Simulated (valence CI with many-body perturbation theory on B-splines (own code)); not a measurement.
The numbers below are computed, except where a source is named.
## Eu21+: magnetic and hyperfine properties of the levels

Method: valence CI with perturbative core correlation (CI+MBPT): six valence electrons over a frozen Dirac-Fock core [Kr], radial functions for each j: 7 s, 7 p, 8 d, 6 f, 4 g, 1 h, with the one-electron correlation potential Σ1, the two-electron term Σ2, the three-electron term Σ3, Breit, model QED; selected CI, second order for the rest, scaled by the run's own slope (own B-spline code, finite nucleus).

No measured spectrum was set against this ion. As an estimate, terms of the open shell hold to 2 to 4 % of their energy, and close levels can change places. Core correlation moves these levels by up to 9600 cm⁻¹, and in measured spectra 5 to 20 % of such shifts remained as error; rates that hang on mixing are uncertain with them. Among the levels kept, up to 1000 cm⁻¹ of a level comes from second order outside the variational space, and about a tenth of that is noise between levels of different J, which matters for small intervals. Only levels of the ground parity were solved; by the run's estimate the other parity begins above the list, which can be wrong where configurations are misplaced.

A/g_I is the dipole constant over the nuclear g factor μ/I (μ in nuclear magnetons, uniformly magnetised nucleus), B/Q the quadrupole constant per barn. Both hold the static response of the core; the bare values leave it out. Large factors of s and p1/2 electrons are usually good to 5 to 10 %; those of open d and f shells near neutrality can be off by tens of per cent, and small factors of p3/2, d and f electrons come from cancelling terms and can be off by a factor of two or in sign, in half-filled shells by more. B is blank for J = 1/2, where it vanishes, and for nearly pure S terms. Energies count from the lowest level. Levels with J = 0 are left out.

Levels are named by their leading jj configuration (3d3/2^4 stands for four electrons in 3d with j = 3/2), which in mixed levels can hold well under half, so a name can repeat and another be missing. Letters in brackets count levels of one name in rising energy.

| Level | E (cm⁻¹) | g | A/g_I (MHz) | A/g_I bare | B/Q (MHz/b) | B/Q bare |
| --- | --- | --- | --- | --- | --- | --- |
| (4d3/2^4 4d5/2^2) J=4 | 0.0 | 1.368 | 3300 | 3790 | 8340 | 7960 |
| (4d3/2^4 4d5/2^2) J=2 | 15947 | 1.371 | 3300 | 3800 | -3160 | -2990 |
| (4d3/2^3 4d5/2^3) J=3 [a] | 36477 | 1.434 | 1760 | 2370 | 1210 | 1150 |
| (4d3/2^3 4d5/2^3) J=1 [a] | 46233 | 1.411 | 2870 | 3440 | -2930 | -2780 |
| (4d3/2^3 4d5/2^3) J=4 [a] | 50549 | 1.109 | 4630 | 4700 | 6060 | 5800 |
| (4d3/2^3 4d5/2^3) J=5 | 65648 | 1.124 | 5250 | 5340 | 3290 | 3160 |
| (4d3/2^3 4d5/2^3) J=6 | 66757 | 1.124 | 5770 | 5860 | -6610 | -6320 |
| (4d3/2^3 4d5/2^3) J=2 [a] | 76574 | 0.939 | 6860 | 6640 | -5900 | -5620 |
| (4d3/2^3 4d5/2^3) J=3 [b] | 78786 | 1.021 | 6800 | 6710 | 3660 | 3470 |
| (4d3/2^2 4d5/2^4) J=2 [a] | 88347 | 1.314 | 2880 | 3280 | -108 | -107 |
| (4d3/2^3 4d5/2^3) J=1 [b] | 100660 | 0.912 | 5780 | 5510 | 4790 | 4560 |
| (4d3/2^3 4d5/2^3) J=4 [b] | 101710 | 0.999 | 6680 | 6560 | -2800 | -2680 |
| (4d3/2^3 4d5/2^3) J=2 [b] | 105620 | 1.224 | 3800 | 4060 | 7360 | 7050 |
| (4d3/2^2 4d5/2^4) J=4 [a] | 110460 | 1.109 | 5780 | 5850 | -63.3 | -40.4 |
| (4d3/2^3 4d5/2^3) J=3 [c] | 112650 | 1.172 | 5290 | 5460 | -7740 | -7380 |
| (4d3/2^2 4d5/2^4) J=5 | 117520 | 1.105 | 5930 | 5990 | -5270 | -5010 |
| (4d3/2^2 4d5/2^4) J=3 [a] | 120940 | 1.117 | 4760 | 4840 | -6260 | -5980 |
| (4d3/2^2 4d5/2^4) J=3 [b] | 127810 | 0.929 | 7880 | 7640 | 807 | 776 |
| (4d3/2^2 4d5/2^4) J=6 | 127830 | 1.039 | 6590 | 6540 | -8290 | -7900 |
| (4d3/2^2 4d5/2^4) J=1 | 140500 | 1.173 | 5430 | 5600 | -1340 | -1280 |
| (4d3/2^2 4d5/2^4) J=4 [b] | 145690 | 1.053 | 6740 | 6710 | 81.2 | 74.6 |
| (4d3/2^2 4d5/2^4) J=2 [b] | 145700 | 1.054 | 6470 | 6450 | -4630 | -4440 |
| (4d3/2 4d5/2^5) J=1 | 164640 | 1.498 | -1100 | -396 | -2070 | -1970 |
| (4d3/2^2 4d5/2^4) J=2 [c] | 168800 | 0.790 | 9480 | 9010 | -2230 | -2120 |
| (4d3/2^2 4d5/2^4) J=4 [c] | 172140 | 1.175 | 4850 | 5030 | -7610 | -7240 |
| (4d3/2 4d5/2^5) J=4 | 197810 | 1.023 | 6570 | 6490 | -5780 | -5490 |
| (4d3/2 4d5/2^5) J=2 | 203560 | 1.292 | 3780 | 4140 | -8700 | -8320 |
| (4d3/2 4d5/2^5) J=3 | 206160 | 1.066 | 6180 | 6170 | -9610 | -9190 |
| (4d3/2^2 4d5/2^4) J=2 [d] | 218710 | 1.001 | 6990 | 6880 | 9250 | 8850 |

**Question.** Take the isotope of mass number 153, with I = 5/2, μ = 1.5294 μN and Q = 2.41 b. What is the hyperfine structure of (4d3/2^4 4d5/2^2) J=2?

**Answer.** From the table A = 2020 MHz, B = -7610 MHz. Shifts from the centre of gravity in MHz: F = 1/2: -19500, F = 3/2: -13000, F = 5/2: -4160, F = 7/2: 4240, F = 9/2: 8200.
